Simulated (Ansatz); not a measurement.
VF₅⁺. Total charge 1; doublet. Geometry PBE0-D4/def2-SVP; atoms count from 1.

```xyz
6

V    -0.1343   -0.3455   -0.0800
F     0.7807    2.0080    0.4641
F    -0.7376   -1.8325   -0.3733
F    -0.5948    0.0237    1.4474
F     1.4863   -0.4852   -0.2483
F    -0.8003    0.6315   -1.2099
```

No other spin state of charge 1 was run.

Q: Estimate the Mulliken populations from the PBE0/def2-TZVP orbitals of Ansatz.

A: 
```csv
atom,charge (e),spin (α − β),d electrons
V1,1.76,-0.01,2.81
F2,0.08,1.00,–
F3,-0.21,0.00,–
F4,-0.22,0.00,–
F5,-0.21,0.00,–
F6,-0.21,0.00,–
```
Mulliken values and Mayer orders depend strongly on the basis.

Q: Where does the spin sit?

A: Summed by element: V -0.01, F 1.01, of 1 unpaired in all. Largest on single atoms: F2 1.00, V1 -0.01, F4 0.00.

Q: And the Mayer bond orders between bonded heavy atoms (over 0.3)?

A: V1–F3 1.18 (1.63 Å); V1–F4 1.16 (1.64 Å); V1–F5 1.18 (1.64 Å); V1–F6 1.18 (1.64 Å).
